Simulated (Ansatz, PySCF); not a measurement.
Reaction (SMILES): BO (H3BO) [borinic acid] + H+ → B[OH2+]
Each molecule is optimised on its own at B3LYP-D3(BJ)/def2-TZVP (Ansatz, a quantum-chemistry and plane-wave program), one conformer each, not searched for the lowest. Frequencies are from Ansatz.
Geometry of the first species:
```
B
O 1 1.3512
H 2 0.9633 1 114.11
H 1 1.1918 2 116.77 3 180.00
H 1 1.1973 4 122.56 2 180.00
```
Charge 0, spin multiplicity 1.

Quantity: proton affinity (enthalpy at 298 K, with B3LYP-D3(BJ) rigid-rotor harmonic-oscillator terms), positive where the reaction releases energy, in eV. Cores are frozen in the correlated levels unless marked. Spin-orbit coupling is left out. No relativistic terms. CBS marks a two-point X^-3 extrapolation of the correlation energy; Hartree-Fock from the larger set. [CCSD(T)-MP2]/basis is that difference in the basis named.

| level | program | proton affinity (eV) | minus last row |
|---|---|---|---|
| HF-D3(BJ)/def2-TZVPD | PySCF + dftd3 | 7.52 | 0.35 |
| r2SCANh-D4/def2-TZVPD | Ansatz + dftd4 | 7.13 | -0.04 |
| wB97M-V/def2-TZVPD | Ansatz | 7.03 | -0.14 |
| B2GP-PLYP-D3(BJ)/def2-TZVPD | Ansatz + dftd3 | 7.12 | -0.05 |
| B2PLYP/def2-TZVPD | Ansatz | 7.09 | -0.08 |
| SCS-MP2/6-31G | Ansatz | 7.60 | 0.43 |
| SCS-MP2/cc-pVQZ | Ansatz | 7.22 | 0.05 |
| CCSD(T)/cc-pwCVTZ | Ansatz | 7.21 | 0.04 |
| RI-MP2/CBS(cc-pVTZ,cc-pVQZ)+[CCSD(T)-MP2]/cc-pVTZ | Ansatz | 7.17 | 0.00 |
| CCSD(T)/CBS(cc-pVTZ,cc-pVQZ) | Ansatz | 7.17 | 0.00 |
